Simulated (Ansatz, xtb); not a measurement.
ClFH4Si3: which of two structures lies lower

We compare a, a singlet given by its coordinates, with b, `F[SiH2][SiH2][Si]Cl`, a singlet. Both are isolated molecules in the gas phase, relaxed with B3LYP/6-31G*; the shapes shown needn't be the lowest conformers.

a (Å):

```xyz
9

Cl    0.5736    1.4017   -2.6599
F     0.0627   -0.4120    1.9259
Si   -0.3923   -0.2155    0.3836
Si    1.1443    1.2385   -0.6474
Si    3.2997    1.1619   -0.2006
H    -0.4297   -1.5428   -0.2836
H    -1.7437    0.4011    0.3462
H     3.5858    1.2656    1.2570
H     4.2042    2.0430   -0.9879
```

Close contacts (Å): Cl1–Si4 2.10, F2–Si3 1.62, Si3–Si4 2.35, Si4–Si5 2.20, Si3–H6 1.49, Si3–H7 1.49, Si5–H8 1.49, Si5–H9 1.49.

b (Å):

```csv
atom,x (Å),y (Å),z (Å)
Cl,3.1399,-0.2910,-1.1986
F,-0.7866,-0.8143,-1.4273
Si,-0.7595,-1.3456,0.1175
Si,0.7811,0.0441,1.2394
Si,1.7858,1.2396,-0.6239
H,-2.1451,-1.2463,0.6511
H,-0.3350,-2.7708,0.1088
H,1.7333,-0.7758,2.0420
H,0.0532,0.9712,2.1567
```

Quicker runs give these differences E(b) − E(a): GFN2-xTB −3.53 kcal/mol; HF/STO-3G −35.93 kcal/mol (at GFN2-xTB geometries); r2SCAN-D4/def2-SVP −0.85 kcal/mol (at GFN2-xTB geometries).

Estimate E(b) − E(a) at the level CCSD(T)/def2-SVP + ΔMP2/def2-TZVPP.

Calculated at CCSD(T)/def2-SVP + ΔMP2/def2-TZVPP: E(b) − E(a) = −1.54 kcal/mol, so structure b lies lower.

The same difference at several levels:

```json
{"level": "GFN2-xTB", "geometry": "GFN2-xTB", "E(b) − E(a) (kcal/mol)": "−3.53", "departure from the last row (kcal/mol)": "−1.99", "job, with rough time for the two": "optimisation, 0.62 s"}
{"level": "HF/STO-3G", "geometry": "GFN2-xTB", "E(b) − E(a) (kcal/mol)": "−35.93", "departure from the last row (kcal/mol)": "−34.39", "job, with rough time for the two": "single point, 0.48 s"}
{"level": "r2SCAN-D4/def2-SVP", "geometry": "GFN2-xTB", "E(b) − E(a) (kcal/mol)": "−0.85", "departure from the last row (kcal/mol)": "+0.69", "job, with rough time for the two": "single point, 3.7 s"}
{"level": "B3LYP/6-31G*", "geometry": "B3LYP/6-31G*", "E(b) − E(a) (kcal/mol)": "−4.02", "departure from the last row (kcal/mol)": "−2.49", "job, with rough time for the two": "optimisation, 99 s"}
{"level": "HF/def2-SVP", "geometry": "B3LYP/6-31G*", "E(b) − E(a) (kcal/mol)": "−11.12", "departure from the last row (kcal/mol)": "−9.58", "job, with rough time for the two": "part of the CCSD(T) run"}
{"level": "MP2/def2-SVP", "geometry": "B3LYP/6-31G*", "E(b) − E(a) (kcal/mol)": "−2.74", "departure from the last row (kcal/mol)": "−1.20", "job, with rough time for the two": "part of the CCSD(T) run"}
{"level": "CCSD(T)/def2-SVP", "geometry": "B3LYP/6-31G*", "E(b) − E(a) (kcal/mol)": "−3.48", "departure from the last row (kcal/mol)": "−1.95", "job, with rough time for the two": "single point"}
{"level": "CCSD(T)/def2-SVP + ΔMP2/def2-TZVPP", "geometry": "B3LYP/6-31G*", "E(b) − E(a) (kcal/mol)": "−1.54", "departure from the last row (kcal/mol)": "", "job, with rough time for the two": "single point, 37 s"}
```

None of the levels shown reverses the order. The largest departure from CCSD(T)/def2-SVP + ΔMP2/def2-TZVPP is that of HF/STO-3G, 34.39 kcal/mol. The last row adds to CCSD(T) the change of the MP2 difference between the two basis sets, here +1.95 kcal/mol.

With harmonic frequencies from B3LYP/6-31G* (ideal gas, rigid rotor, one conformer each, 1000 K, 1 atm): on the last row, ΔE + ΔZPE = −1.44 kcal/mol. A mode under 50 cm⁻¹ makes harmonic enthalpies and free energies unreliable, so none is given.

The correlated steps freeze 21 core orbitals. Run with Ansatz 0.2.0, xtb 6.7.1; the last row on 1 thread of Intel(R) Xeon(R) 6975P-C (Granite Rapids) on a shared host.
